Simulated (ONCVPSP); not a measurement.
# Potentials for Zr compared

Generated with ld1.x 7.5 (TM, RRKJ, ultrasoft, PAW), atompaw 4.2 or ONCVPSP 4.0.1. The cutoff is in Ry: for ld1.x and atompaw files where the sum of valence levels is converged to 10 mRy in a Bessel basis, for ONCV files where the hardest occupied wave has 1 mHa per electron of residual kinetic energy. The error is the largest all-electron minus pseudo excitation energy over each file’s own four to seven test configurations (ionisations up to +4, promotions, holes and added fractions of an electron), all of which were solved. The labels leave out finer settings (local radius, basis sizes, second energies), which also bear on the numbers. Spin-polarised tests are not counted. The rows are a selection from randomly drawn settings: files with unsolved tests, undetermined cutoffs or missed reference levels are left out.

A true bound ghost makes a file unfit for plane-wave use even where its test errors are small: the radial tests pick states by their node count and pass the ghost by.

```csv
potential,cutoff (Ry),largest error (meV),bound ghosts
"ONCV, PBE, scalar-relativistic, rc 1.60/2.55/2.25 (spd), local smoothed, core correction no, reference 4s2 4p6 4d2 5s1.75 5p0.25, qcut 8.3/5.8/7.2, projectors 2/2/3",45,-3.5,none
"ONCV, PBE, scalar-relativistic, rc 2.20/1.50/1.95 (spd), local smoothed, core correction yes, reference 4s2 4p6 4d2 5s2, qcut 4.5/5.5/4.6, projectors 2/2/2",59,-12,none
"ONCV, LDA (Perdew-Wang 92), fully relativistic, rc 2.10/1.45/2.75 (spd), local smoothed, core correction yes, reference 4s2 4p6 4d2 5s0.5, qcut 7/4.6/5, projectors 3/2/3",107,-2.5,none
"ONCV, Wu-Cohen, scalar-relativistic, rc 1.95/2.25/2.30 (spd), local smoothed, core correction no, reference 4s2 4p6 4d2 5s2, qcut 7.7/6.9/7.7, projectors 3/3/2",34,-4.2,none
"ONCV, PBE, scalar-relativistic, rc 1.85/1.60/2.00 (spd), local smoothed, core correction yes, reference 4s2 4p6 4d2 5s2, qcut 6.2/9.2/5.1, projectors 3/1/3",50,-7.0,none
"ONCV, PBE, scalar-relativistic, rc 3.20/2.80/2.30 (spd), local smoothed, core correction yes, reference 4d3 5s1, qcut 1.8/2.9/7, projectors 2/2/2",28,-75,"s, p"
"ONCV, PBE, fully relativistic, rc 1.95/1.65/2.40 (spd), local smoothed, core correction yes, reference 4s2 4p6 4d2, qcut 6.6/7.3/6.9, projectors 2/3/1",37,+60,none
"ONCV, PBE, scalar-relativistic, rc 2.20/1.70/2.10 (spd), local smoothed, core correction yes, reference 4s2 4p6 4d2 5s2, qcut 5.9/7.8/4.3, projectors 2/1/2",69,-9.9,none
```

(1) Fill in the row for Zr: ONCV, PBE, fully relativistic, rc 2.05/2.10/2.05 (spd), local smoothed, core correction yes, reference 4s2 4p6 4d2 5s1.5, qcut 5/5.6/4.7, projectors 3/2/2.

Answers

(1) cutoff 35 Ry, largest error -299 meV, bound ghosts: none.
